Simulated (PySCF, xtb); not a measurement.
C₃H₁₀Hf, SMILES [CH3][HfH]([CH3])[CH3], multiplicity 1.

xtb 6.7.1 with GFN2-xTB at its own geometry gives an orbital gap of 3.07 eV and a dipole moment of 0.84 D.

Geometry optimised at PBE0-D3(BJ)/def2-SVP. The multiplicity is an assumed one; other spin states were not compared. The def2 effective core potentials stand for the cores of Hf; spin–orbit coupling is left out.

Task: What does PBE/def2-TZVP (PySCF) give? (Estimate from the structure and the level; the computed values follow.)

Result: gap 4.59 eV (levels -6.25 and -1.66 eV), dipole 0.99 D.
